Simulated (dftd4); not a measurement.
C2H7N, charge +1, doublet, at a GFN2-xTB geometry (a state made from the parent by changing its charge; the spin is typed, not shown lowest); dftd4 with D4 for bp86.

Input for dftd4:
```
$ dftd4 mol.xyz --func bp86 --charge 1 --json dftd4.json --noedisp --grad

# file mol.xyz
10

C      1.16462032     0.49450601     0.01295376
C      0.05101631    -0.49634506    -0.14504533
N     -1.22392597    -0.02923642     0.12425339
H      2.12232609     0.03717846    -0.21925933
H      1.02729538     1.35887726    -0.64090065
H      1.20823305     0.88895655     1.03080842
H      0.25043837    -1.41179642     0.46113189
H      0.07477930    -0.95558498    -1.16180745
H     -2.03205693    -0.63143980     0.04244100
H     -1.37735325     0.92949821     0.41036181
```

It wrote (shortened):

```
                    ____  _____ _____     ____  _  _
      -------------|  _ \|  ___|_   _|---|  _ \| || |------------
     |             | | | | |_    | | ___ | | | | || |_           |
     |             | |_| |  _|   | ||___|| |_| |__   _|          |
     |             |____/|_|     |_|     |____/   |_|            |
     |             ===================================           |
     |            E. Caldeweyher, S. Ehlert & S. Grimme          |
     |          Mulliken Center for Theoretical Chemistry        |
     |                    University of Bonn                     |
      -----------------------------------------------------------

Rational (Becke-Johnson) damping: bp86-D4-ATM
---------------------
  s6         1.0000
  s8         3.3550
  s9         1.0000
  a1         0.4365
  a2         4.9241
 alp        16.0000
--------------------

Dispersion energy:      -4.4208965886106E-03 Eh

Gradient norm:           2.0389810341102E-04 Eh/a0
--------------------------------------------------
     #    Z           dE/dx      dE/dy      dE/dz
--------------------------------------------------
     1    6 C     8.766E-05  3.107E-05 -7.543E-07
     2    6 C     2.993E-05 -3.309E-05 -1.254E-05
     3    7 N    -7.961E-05 -3.637E-05 -1.608E-06
     4    1 H     5.211E-05  4.693E-06 -4.321E-06
     5    1 H     2.882E-05  2.352E-05 -1.105E-05
     6    1 H     3.170E-05  1.603E-05  1.561E-05
     7    1 H    -7.665E-06 -1.065E-05  7.590E-06
     8    1 H    -9.601E-06 -5.621E-06 -1.029E-05
     9    1 H    -9.645E-05 -4.835E-05 -3.151E-06
    10    1 H    -3.689E-05  5.877E-05  2.051E-05
--------------------------------------------------

Virial:
--------------------------------------------------
      component           x          y          z
--------------------------------------------------
          x       1.179E-03  2.772E-04 -4.143E-05
          y       2.772E-04  3.492E-04  4.684E-05
          z      -4.143E-05  4.684E-05  9.349E-05
--------------------------------------------------

[Info] Dispersion results written to 'dftd4.txt'
[Info] JSON dump of results written to 'dftd4.json'
```
